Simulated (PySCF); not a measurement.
C4H9ClSi, SMILES [SiH3]C[C@@H]1C[C@@H]1Cl. Geometry optimised at B3LYP-D3(BJ)/def2-SVP. The structure was generated by enumeration; whether it is a known compound was not checked. Other conformers were not sampled.

Problem. Give the equilibrium geometry at B3LYP-D3(BJ)/def2-SVP (PySCF confirms it by a frequency run) as bond lengths and angles. (The exact figures need the calculation; the answer reports its results.)

Solution. Several could match; the one computed here: 
Atoms: Si1 C2 C3 C4 C5 Cl6 H7 H8 H9 H10 H11 H12 H13 H14 H15. Bonds (Å): Si1–C2 1.893, Si1–H7 1.494, Si1–H8 1.493, Si1–H9 1.493, C2–C3 1.515, C2–H10 1.104, C2–H11 1.102, C3–C4 1.515, C3–C5 1.508, C3–H12 1.097, C4–C5 1.500, C4–H13 1.094, C4–H14 1.094, C5–Cl6 1.777, C5–H15 1.092. Bond angles (°): C2–Si1–H7 110.3, C2–Si1–H8 110.3, C2–Si1–H9 110.3, H7–Si1–H8 108.3, H7–Si1–H9 108.7, H8–Si1–H9 108.8, Si1–C2–C3 113.2, Si1–C2–H10 108.9, Si1–C2–H11 108.5, C3–C2–H10 109.9, C3–C2–H11 110.1, H10–C2–H11 105.9, C2–C3–C4 120.9, C2–C3–C5 122.3, C2–C3–H12 114.2, C4–C3–C5 59.5, C4–C3–H12 115.7, C5–C3–H12 113.6, C3–C4–C5 60.0, C3–C4–H13 116.7, C3–C4–H14 119.9, C5–C4–H13 116.6, C5–C4–H14 118.3, H13–C4–H14 114.6, C3–C5–C4 60.5, C3–C5–Cl6 120.5, C3–C5–H15 118.6, C4–C5–Cl6 119.8, C4–C5–H15 119.2, Cl6–C5–H15 110.5.
